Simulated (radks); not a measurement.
Problem. The mean radii <r> (bohr) of the occupied orbitals of an atom or ion are listed with their occupations. Method: scalar-relativistic Kohn-Sham, PBEsol, spin-polarised, spherical densities, finite nucleus; Fermi nuclear charge, rms radius of each element as measured or else 0.836 A^(1/3) + 0.57 fm; computed with a radial shooting solver on a logarithmic mesh with Libxc functionals.

| orbital | occ. | <r> |
|---|---|---|
| 1s up | 1 | 0.04703 |
| 1s down | 1 | 0.04703 |
| 2s up | 1 | 0.2102 |
| 2s down | 1 | 0.2101 |
| 2p up | 3 | 0.1838 |
| 2p down | 3 | 0.1837 |
| 3s up | 1 | 0.6186 |
| 3s down | 1 | 0.6192 |
| 3p up | 3 | 0.6368 |
| 3p down | 3 | 0.6378 |
| 3d up | 5 | 0.6817 |
| 3d down | 4 | 0.6848 |

Name the element and its charge. Open shells, if any, are filled with parallel spins first.

Solution. Z = 32, germanium, charge +5: Ge5+ in [Ar] 3d9. The 1s radius gives Z: for a bare nucleus <r> = (2 gamma + 1)/(2Z) with gamma = sqrt(1 - (Z/c)^2), 0.04601 bohr for Z = 32, and screening makes it slightly larger (0.04703 here). The occupations add up to 27, and the charge is Z minus that.
